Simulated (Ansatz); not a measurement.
```yaml
crystal:
  periodic: [false, false, false]
  atoms:
    - {symbol: C, position_ang: [-1.705006, -0.955021, 2.648914]}
    - {symbol: Al, position_ang: [-0.117274, -0.231421, 1.827855]}
    - {symbol: F, position_ang: [1.215778, 0.216349, 2.701125]}
    - {symbol: O, position_ang: [-0.465031, 1.194227, 0.707019]}
    - {symbol: C, position_ang: [-0.083695, 1.319041, -0.485820]}
    - {symbol: C, position_ang: [-0.420174, 2.684326, -1.101616]}
    - {symbol: F, position_ang: [-1.739002, 2.855452, -1.111225]}
    - {symbol: F, position_ang: [0.024113, 2.788197, -2.351723]}
    - {symbol: F, position_ang: [0.128327, 3.653576, -0.379732]}
    - {symbol: C, position_ang: [0.562520, 0.357179, -1.251267]}
    - {symbol: C, position_ang: [0.809689, -0.898756, -0.712536]}
    - {symbol: C, position_ang: [1.460969, -1.985665, -1.579055]}
    - {symbol: F, position_ang: [1.765765, -1.535773, -2.793849]}
    - {symbol: F, position_ang: [0.623944, -3.010743, -1.710898]}
    - {symbol: F, position_ang: [2.574306, -2.418498, -1.000614]}
    - {symbol: O, position_ang: [0.531994, -1.280611, 0.454041]}
    - {symbol: H, position_ang: [-2.477584, -1.190745, 1.911634]}
    - {symbol: H, position_ang: [-1.485014, -1.874844, 3.198200]}
    - {symbol: H, position_ang: [-2.139141, -0.250938, 3.364442]}
    - {symbol: H, position_ang: [0.842513, 0.573965, -2.268595]}
basis:
  gaussian: {orbitals: pcseg-2}
hamiltonian: {xc: {name: BLYP}}
```

```sh
$ ansatz run in.yaml --threads 11 --pin off --events-out ev --progress --plain --max-ram 174080MiB --backend cuda --devices 0, --max-vram 75GiB
```

Output, abridged:

```
Functional definition: BLYP
2821 factors; their error is unknown
mean field evaluation 1: about -35983.0735 eV, gradient 1.2e2 eV
mean field evaluation 2: about -35930.3451 eV, gradient 2.0e2 eV
mean field evaluation 4: about -36009.2437 eV, gradient 2.2e1 eV
mean field evaluation 8: about -36010.2422 eV, gradient 2.2e-1 eV
mean field evaluation 16: about -36010.0842 eV, gradient 3.7e-3 eV
mean field -36010.08417341 eV, -1323.3461848612 hartree, gradient 7.5e-5 eV, S^2 0.000000; 0 other end points of the search recorded, 0 dependent functions left out
reference -36010.08470687 eV, -1323.3462044654 hartree; 66, 66 occupied and 474, 474 virtual orbitals, 2821 factors
Total energy: -36010.08470687 eV, -1323.3462044654 hartree
```

It took 3.4 s on 11 threads of an AMD EPYC 7R13 on a shared host and a whole NVIDIA H100 80 GB, with 1.7 GiB of host memory at the peak.
